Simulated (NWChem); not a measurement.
System: ScClF$_{2}$; SMILES [F][Sc]([F])[Cl]

Give the equilibrium geometry at PBE0/def2-SVP (NWChem) as a Z-matrix, with the point group.

point group C2v; any orientation.
```
Sc
F 1 1.8090
F 1 1.8090 2 117.26
Cl 1 2.2931 2 121.37 3 180.00
```
